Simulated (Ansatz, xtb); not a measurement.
## Two isomers of B2ClFN

We compare a, `FB1[N]B1Cl`, a doublet, with b, `[B]=NB(F)Cl`, a doublet. Both are isolated molecules in the gas phase, relaxed with B3LYP-D3(BJ)/6-311G**; the shapes shown needn't be the lowest conformers.

a (Å):

```xyz
5

B     0.3342    1.7783   -1.1826
B    -1.2479    2.2114   -0.7920
Cl    1.6583    1.0755   -2.0313
F    -2.5456    2.3147   -0.8580
N    -0.0975    2.5191   -0.1211
```

b (Å):

```xyz
5

B    -1.0797   -2.3073   -2.3956
B    -0.4759    0.0942   -1.4448
Cl    0.4790    1.2339   -2.4079
F    -0.8667    0.4970   -0.2442
N    -0.8017   -1.1775   -1.9354
```

Energies in hartree; the thermal terms are from B3LYP-D3(BJ)/6-311G** harmonic frequencies (ideal gas, rigid rotor, one conformer each, 298.15 K, 1 atm) and include the zero-point energy:

```
                              a           b
E, CCSD(T)/def2-SVP  −663.188108  −663.189312
    E, MP2/def2-SVP  −663.147073  −663.147028
  E, MP2/def2-TZVPP  −663.724786  −663.722191
  zero-point energy     0.015472     0.015404
       H(298 K) − E     0.021194     0.021436
       G(298 K) − E    −0.013765    −0.014381
```

Task: Correct the CCSD(T) difference for the basis set by the MP2 change, then work out ΔE, ΔE₀, ΔH and ΔG for a → b in kJ/mol (1 Eh = 2625.50 kJ/mol) and the equilibrium ratio [b]/[a].

Result: 1. Differences b − a: CCSD(T) −0.001204, MP2 in the small set +0.000045, MP2 in the large set +0.002595 Eh.
2. ΔE = −0.001204 + (+0.002595 − (+0.000045)) = +0.001346 Eh = +3.53 kJ/mol.
3. ΔE₀ = ΔE + ΔZPE = +0.001346 + (−0.000068) Eh = +3.36 kJ/mol.
4. ΔH = ΔE + (+0.000242) Eh = +4.17 kJ/mol.
5. ΔG = ΔE + (−0.000616) Eh = +1.92 kJ/mol, so ΔS = (ΔH − ΔG)/T = +7.6 J/(mol K).
6. kT = 0.9442 mEh, so K = [b]/[a] = exp(−ΔG/kT) = exp(−0.77) ≈ 0.46.

The two are too close for this level to say which is favoured. An error of 4 kJ/mol in ΔG would change K by a factor of 5. Mirror images and further conformers aren't counted.

As drawn, b has 1 B=N in place of 1 B–N, 1 B–B. Structure a has a 3-membered ring, b no ring.

Other levels gave ΔE = −26.1 (GFN2-xTB); −52.8 (HF/STO-3G, GFN2-xTB geometries); +1.6 (r2SCAN-D4/def2-SVP, GFN2-xTB geometries); +10.2 (B3LYP-D3(BJ)/6-311G**); −64.0 (HF/def2-SVP); +0.1 (MP2/def2-SVP); −3.2 (CCSD(T)/def2-SVP) kJ/mol. Open shells are spin-unrestricted. The correlated steps freeze 9 core orbitals. Programs: Ansatz 0.2.0, xtb 6.7.1.
